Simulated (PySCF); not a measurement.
SMILES C=C=C=CC(C#N)=C(C#N)C#N, C$_{9}$H$_{3}$N$_{3}$

Molfile (atoms numbered from 1):
```
C9H3N3
     RDKit          3D

 15 14  0  0  0  0  0  0  0  0999 V2000
    3.4721   -1.7790   -0.1540 C   0  0  0  0  0  0  0  0  0  0  0  0
    2.4514   -0.9606   -0.0620 C   0  0  0  0  0  0  0  0  0  0  0  0
    1.4855   -0.1700    0.0325 C   0  0  0  0  0  0  0  0  0  0  0  0
    0.4359    0.6425    0.1175 C   0  0  0  0  0  0  0  0  0  0  0  0
   -0.8637    0.2478   -0.3316 C   0  0  0  0  0  0  0  0  0  0  0  0
   -1.0086   -1.0556   -0.8742 C   0  0  0  0  0  0  0  0  0  0  0  0
   -1.1084   -2.1104   -1.3078 N   0  0  0  0  0  0  0  0  0  0  0  0
   -1.9688    1.0627   -0.2622 C   0  0  0  0  0  0  0  0  0  0  0  0
   -3.2363    0.6414   -0.7167 C   0  0  0  0  0  0  0  0  0  0  0  0
   -4.2721    0.3139   -1.0822 N   0  0  0  0  0  0  0  0  0  0  0  0
   -1.9022    2.3676    0.2680 C   0  0  0  0  0  0  0  0  0  0  0  0
   -1.8412    3.4284    0.6997 N   0  0  0  0  0  0  0  0  0  0  0  0
    3.3544   -2.7662   -0.5705 H   0  0  0  0  0  0  0  0  0  0  0  0
    4.4556   -1.4912    0.1810 H   0  0  0  0  0  0  0  0  0  0  0  0
    0.5421    1.6367    0.5350 H   0  0  0  0  0  0  0  0  0  0  0  0
  1  2  2  0
  2  3  2  0
  3  4  2  0
  4  5  1  0
  5  6  1  0
  6  7  3  0
  5  8  2  3
  8  9  1  0
  9 10  3  0
  8 11  1  0
 11 12  3  0
  1 13  1  0
  1 14  1  0
  4 15  1  0
M  END
```

Method: quadratic response PBE0/def2-SVPD first hyperpolarisability, Taylor convention, gas phase (PySCF). Geometry: GFN2-xTB.

Q: Give the tensor of the static β(0;0,0) in the axes of these coordinates.

A: In au, Taylor convention; rows are the first index (the induced dipole):
```
       xx      yy     zz      xy      xz     yz
x  +318.2  -180.1  -34.2   +96.1  +133.1  -32.3
y   +96.1  +132.5  +11.4  -180.1   -32.3   -2.5
z  +133.1    -2.5  -12.9   -32.3   -34.2  +11.4
```
Norm of βᵢ = ⅓ Σⱼ (βᵢⱼⱼ + βⱼᵢⱼ + βⱼⱼᵢ): 286.8 au, hyper-Rayleigh value 188.5 au.
